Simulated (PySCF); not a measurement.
# XPS shifts beside NMR shieldings

Species: C3H7FSi.
Numbering: `[F:1][C@H:2]1[CH2:3][CH2:4][SiH2:5]1`

Binding energies: delta-SCF UKS SCAN, pcX-2 on the ionised atom, pcseg-1 elsewhere, spin-free X2C (PySCF 2.14.0). Shieldings: GIAO PBE/pcSseg-2, non-relativistic, same geometry.

| atom | isotropic shielding (ppm) |
| --- | --- |
| C2 | 88.0 |
| C3 | 142.0 |
| C4 | 180.7 |

Q: What are the C 1s binding energies of these atoms?

A: 
```json
{"atom": "C4", "environment": "sp3 carbon bound to silicon", "C 1s (eV)": "290.33", "isotropic shielding (ppm)": "180.7"}
{"atom": "C3", "environment": "four-membered-ring carbon", "C 1s (eV)": "290.90", "isotropic shielding (ppm)": "142.0"}
{"atom": "C2", "environment": "sp3 C–F carbon", "C 1s (eV)": "292.20", "isotropic shielding (ppm)": "88.0"}
```

Q: Among the listed atoms, is the one with the highest binding energy also the least shielded?

A: Yes: C2 has both (292.20 eV, 88.0 ppm).

By binding energy: C4 < C3 < C2. By shielding: C2 < C3 < C4.

One conformer (not necessarily the lowest) at the PBE0-D3(BJ)/def2-SVP geometry, without solvent, vibrations or thermal averaging.
